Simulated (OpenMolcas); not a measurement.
Computed levels of 4d7 in ions with 43 electrons, in cm-1 above 4F 9/2.

| Property | Result |
| --- | --- |
| Program | OpenMolcas 26.06 |
| Method | SS-CASPT2, IPEA 0.25 Eh, imaginary shift 0.1 Eh |
| Basis | ANO-RCC-VQZP |
| Scalar Hamiltonian | DKH2, point nucleus |
| Spin-orbit coupling | state interaction with AMFI integrals over the reference wave functions, term energies averaged over their components |

Active space for each ion: 7 electrons in 5 orbitals (4d); closed shells correlated by CASPT2: 4s 4p.

```json
{"Level": "4F 7/2", "Ru+": "1566", "Rh2+": "2130", "Ag4+": "3540"}
{"Level": "4F 5/2", "Ru+": "2580", "Rh2+": "3480", "Ag4+": "5630"}
{"Level": "4F 3/2", "Ru+": "3230", "Rh2+": "4330", "Ag4+": "6910"}
{"Level": "4P 5/2", "Ru+": "9640", "Rh2+": "11720", "Ag4+": "15340"}
{"Level": "4P 3/2", "Ru+": "9820", "Rh2+": "11820", "Ag4+": "15100"}
{"Level": "4P 1/2", "Ru+": "10770", "Rh2+": "13200", "Ag4+": "17650"}
{"Level": "2G 9/2", "Ru+": "10990", "Rh2+": "13210", "Ag4+": "17020"}
{"Level": "2G 7/2", "Ru+": "12530", "Rh2+": "15320", "Ag4+": "20480"}
{"Level": "2H 11/2", "Ru+": "14760", "Rh2+": "17620", "Ag4+": "22800"}
```

Task: Estimate 4F 3/2, 4P 5/2, 4P 3/2 for Pd3+ from its neighbours Rh2+ and Ag4+.

Result: 4F 3/2 is fine structure, which grows about as the fourth power of a screened charge, so the fourth roots are averaged: ((4330^0.25 + 6910^0.25) / 2)^4 = 5507. The calculation gives 5500, so the estimate is off by +0.1 %.
4P 5/2 is another term, which grows about linearly with the charge: (11720 + 15340) / 2 = 13530. The calculation gives 13510, so the estimate is off by +0.1 %.
4P 3/2 is another term, which grows about linearly with the charge: (11820 + 15100) / 2 = 13460. The calculation gives 13500, so the estimate is off by -0.3 %.

Mixed levels, with the weight of the term that names them: Ag4+ 4P 3/2 (72 %).

CASPT2 does not keep the components of a term degenerate, so their means are used; among the terms shown or strongly mixed into the levels shown the widest spread is 890 cm-1 (4d7 2H, Ag4+). The CASPT2 spread within a term exceeds the gap to the next term for 4d7 2P and 4d7 2H, so the order of their levels is uncertain. Configurations with an s electron lie low at this charge and mix in, so terms can be misplaced (holds for Ru+). Some terms miss by over 15 % even with CASPT2, which points to a basis or an active space too small for the shells correlated (holds for Ru+). Levels of configurations with an s electron are missing; early in the row they begin among the upper levels of the d shell and mix with terms of their name (holds for Rh2+). Levels of configurations outside the active space are missing.
